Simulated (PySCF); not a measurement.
PySCF 2.14 output of an unrestricted TPSSh calculation on a single atom or ion in def2-SVPD with the def2 core potential (60 electrons) (6s4p2d1f, 35 functions), with a scalar-relativistic core potential:

```
SCF conv_tol = 1e-09
number electrons alpha = 10  beta = 9
    V. N. Staroverov, G. E. Scuseria, J. Tao, and J. P. Perdew.,  J. Chem. Phys. 119, 12129 (2003)
cycle= 1 E= -119.281627746777  delta_E= -0.0142  |g|= 0.053  |ddm|= 0.59
cycle= 2 E= -119.279947374333  delta_E= 0.00168  |g|= 0.0752  |ddm|= 0.247
cycle= 3 E= -119.283091607373  delta_E= -0.00314  |g|= 0.00273  |ddm|= 0.128
cycle= 4 E= -119.283095176294  delta_E= -3.57e-06  |g|= 0.000262  |ddm|= 0.00538
cycle= 5 E= -119.283095217897  delta_E= -4.16e-08  |g|= 1.38e-05  |ddm|= 0.0006
cycle= 6 E= -119.283095218145  delta_E= -2.48e-10  |g|= 3.86e-07  |ddm|= 5.83e-05
converged SCF energy = -119.283095218145  <S^2> = 0.75221208  2S+1 = 2.0022109
```

The run itself started from symmetry-adapted Hartree-Fock orbitals and held the occupation by maximum overlap, on a logarithmic radial grid, so the iterations belong to that start.

Task: Which element, charge and spin multiplicity is this?

Result: Pt⁻ (platinum, charge -1), multiplicity 2; the state was [Xe] 4f14 5d9 6s2, 2D determinant.

Energies and moments cover only the electrons outside the core potential. Spin-orbit coupling, absent here, splits the open shell strongly. At TPSSh the highest occupied level has a positive energy, so only the finite basis holds that electron; in a semilocal or global hybrid functional this comes from self-interaction and does not mean that the real anion is unbound.
